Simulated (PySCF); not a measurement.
## One molecule, a ladder of functionals, a line

Molecule: SMILES CNc1ccncc1, C₆H₈N₂.

Bonds (- single, = double, # triple, : aromatic): C1-N2, N2-C3, C3:C4, C4:C5, C5:N6, N6:C7, C7:C8, C8:C3. C1 carries H9, H10, H11; N2 carries H12; C4 carries H13; C5 carries H14; C7 carries H15; C8 carries H16.

GIAO shieldings (ppm, equivalent atoms averaged) in PySCF 2.14 on the PBE0-D3(BJ)/def2-SVP geometry, basis pcSseg-1, gas phase, non-relativistic:

| functional | exact exchange (%) | σ(N2) |
| --- | --- | --- |
| BLYP | 0 | 173.3 |
| PBE | 0 | 177.5 |
| B3LYP | 20 | 181.8 |
| mPW1PW91 | 25 | 186.5 |
| HF | 100 | 207.9 |

Q: Fit each shielding as a line in the percentage of exact exchange.

A: σ(N2) = 176.0 + 0.32 x (rms 1.8 ppm). The functionals also differ in their semilocal parts, which the line can't hold; Hartree–Fock has no correlation at all.

Q: What does the line predict for PBE0 (25 %), and what does the run give?

A: σ(N2): 184.0 predicted, 187.4 computed ppm.
